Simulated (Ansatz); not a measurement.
Harmonic frequencies (cm⁻¹) at PBE0-D4/def2-TZVP from Ansatz: 60, 113, 114, 216, 237, 238, 346, 497, 549, 674, 898, 910, 1194, 2703, 2715.

Each molecule was computed in one conformer, which needn't be the lowest.

**Question.** Which molecule is it?
A. `[NH3+][GaH3-]`
B. `[F][Al-]([F])([F])[SH2+]`
C. `[NH3+][Ga-]([Cl])([Cl])[Cl]`
D. `[NH3+][InH3-]`

**Answer.** B.
